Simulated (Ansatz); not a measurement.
[Cu(NH2)2]- (CuN2H4⁻). Charge -1, multiplicity 1. Geometry r2SCAN-D4/def2-TZVPD.

Cartesian coordinates in Å:
```
Cu -0.033 0.105 -0.057
N -0.943 -0.810 -1.396
H -1.088 -1.788 -1.140
H -0.392 -0.857 -2.255
N 0.832 1.167 1.200
H 1.456 0.610 1.786
H 0.168 1.574 1.863
```

B3LYP takes the VWN-RPA correlation. At PBE-D4/def2-TZVPD, r2SCAN-D4/def2-TZVPD the highest occupied level of the charge -1 singlet lies above zero (up to 0.82 eV). By energy differences its removal costs 2.35 eV (vertical, to the charge 0 doublet, at PBE0-D4/def2-TZVPD), and other spins of that charge weren't run.

(1) Estimate the orbital energies around the gap (eV) in Ansatz with HF/def2-TZVPD, PBE-D4/def2-TZVPD, r2SCAN-D4/def2-TZVPD, B3LYP-D4/def2-TZVPD, BHLYP-D4/def2-TZVPD.

## Answers

(1) 
```json
{"orbital": "HOMO−9", "HF/def2-TZVPD": "-10.58", "PBE-D4/def2-TZVPD": "-5.37", "r2SCAN-D4/def2-TZVPD": "-5.71", "B3LYP-D4/def2-TZVPD": "-6.60", "BHLYP-D4/def2-TZVPD": "-8.24"}
{"orbital": "HOMO−8", "HF/def2-TZVPD": "-8.78", "PBE-D4/def2-TZVPD": "-3.69", "r2SCAN-D4/def2-TZVPD": "-3.90", "B3LYP-D4/def2-TZVPD": "-4.82", "BHLYP-D4/def2-TZVPD": "-6.42"}
{"orbital": "HOMO−7", "HF/def2-TZVPD": "-8.05", "PBE-D4/def2-TZVPD": "-2.30", "r2SCAN-D4/def2-TZVPD": "-2.56", "B3LYP-D4/def2-TZVPD": "-3.44", "BHLYP-D4/def2-TZVPD": "-5.13"}
{"orbital": "HOMO−6", "HF/def2-TZVPD": "-7.66", "PBE-D4/def2-TZVPD": "-0.94", "r2SCAN-D4/def2-TZVPD": "-1.14", "B3LYP-D4/def2-TZVPD": "-2.30", "BHLYP-D4/def2-TZVPD": "-4.37"}
{"orbital": "HOMO−5", "HF/def2-TZVPD": "-7.41", "PBE-D4/def2-TZVPD": "-0.42", "r2SCAN-D4/def2-TZVPD": "-0.60", "B3LYP-D4/def2-TZVPD": "-1.74", "BHLYP-D4/def2-TZVPD": "-3.84"}
{"orbital": "HOMO−4", "HF/def2-TZVPD": "-7.41", "PBE-D4/def2-TZVPD": "0.21", "r2SCAN-D4/def2-TZVPD": "0.11", "B3LYP-D4/def2-TZVPD": "-1.49", "BHLYP-D4/def2-TZVPD": "-3.84"}
{"orbital": "HOMO−3", "HF/def2-TZVPD": "-6.24", "PBE-D4/def2-TZVPD": "0.21", "r2SCAN-D4/def2-TZVPD": "0.11", "B3LYP-D4/def2-TZVPD": "-1.49", "BHLYP-D4/def2-TZVPD": "-3.68"}
{"orbital": "HOMO−2", "HF/def2-TZVPD": "-4.80", "PBE-D4/def2-TZVPD": "0.41", "r2SCAN-D4/def2-TZVPD": "0.39", "B3LYP-D4/def2-TZVPD": "-0.83", "BHLYP-D4/def2-TZVPD": "-2.52"}
{"orbital": "HOMO−1", "HF/def2-TZVPD": "-3.96", "PBE-D4/def2-TZVPD": "0.80", "r2SCAN-D4/def2-TZVPD": "0.69", "B3LYP-D4/def2-TZVPD": "-0.47", "BHLYP-D4/def2-TZVPD": "-1.99"}
{"orbital": "HOMO", "HF/def2-TZVPD": "-3.45", "PBE-D4/def2-TZVPD": "0.82", "r2SCAN-D4/def2-TZVPD": "0.70", "B3LYP-D4/def2-TZVPD": "-0.33", "BHLYP-D4/def2-TZVPD": "-1.63"}
{"orbital": "LUMO", "HF/def2-TZVPD": "5.55", "PBE-D4/def2-TZVPD": "3.45", "r2SCAN-D4/def2-TZVPD": "3.87", "B3LYP-D4/def2-TZVPD": "3.80", "BHLYP-D4/def2-TZVPD": "4.47"}
{"orbital": "LUMO+1", "HF/def2-TZVPD": "5.58", "PBE-D4/def2-TZVPD": "3.75", "r2SCAN-D4/def2-TZVPD": "4.29", "B3LYP-D4/def2-TZVPD": "4.06", "BHLYP-D4/def2-TZVPD": "4.65"}
{"orbital": "LUMO+2", "HF/def2-TZVPD": "6.01", "PBE-D4/def2-TZVPD": "4.20", "r2SCAN-D4/def2-TZVPD": "4.60", "B3LYP-D4/def2-TZVPD": "4.50", "BHLYP-D4/def2-TZVPD": "5.07"}
{"orbital": "LUMO+3", "HF/def2-TZVPD": "6.13", "PBE-D4/def2-TZVPD": "4.24", "r2SCAN-D4/def2-TZVPD": "4.63", "B3LYP-D4/def2-TZVPD": "4.57", "BHLYP-D4/def2-TZVPD": "5.16"}
{"orbital": "LUMO+4", "HF/def2-TZVPD": "7.84", "PBE-D4/def2-TZVPD": "5.68", "r2SCAN-D4/def2-TZVPD": "6.31", "B3LYP-D4/def2-TZVPD": "6.01", "BHLYP-D4/def2-TZVPD": "6.66"}
{"orbital": "LUMO+5", "HF/def2-TZVPD": "8.88", "PBE-D4/def2-TZVPD": "6.18", "r2SCAN-D4/def2-TZVPD": "6.85", "B3LYP-D4/def2-TZVPD": "6.61", "BHLYP-D4/def2-TZVPD": "7.45"}
```
